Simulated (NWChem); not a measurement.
System: CH3CdClO; SMILES C[O][Cd][Cl]

```xyz
7

Cd     0.0950    -0.0495     0.0000
Cl    -0.1486    -2.3131     0.0000
O      0.4568     1.8824     0.0000
C     -0.5390     2.8558     0.0000
H     -1.1983     2.8254     0.8920
H     -0.0579     3.8518     0.0000
H     -1.1983     2.8254    -0.8920
```
Atoms are numbered in this order, from 1.

Computed with NWChem. Structure relaxed at the PBE0/def2-SVP level. Not confirmed as a minimum by frequencies. def2 effective core potentials on Cd; no spin-orbit coupling. Ions are spin-unrestricted doublets at the neutral geometry; other ion states weren't tried.

For level PBE/def2-SVP:

- vertical ionisation energy, ΔSCF (eV) = 9.14
- −ε(HOMO) (eV) = 5.77

What are these values for level PBE0/def2-SVP?

The vertical ionisation energy, ΔSCF (eV) is 9.46 and the −ε(HOMO) (eV) comes out as 7.29.
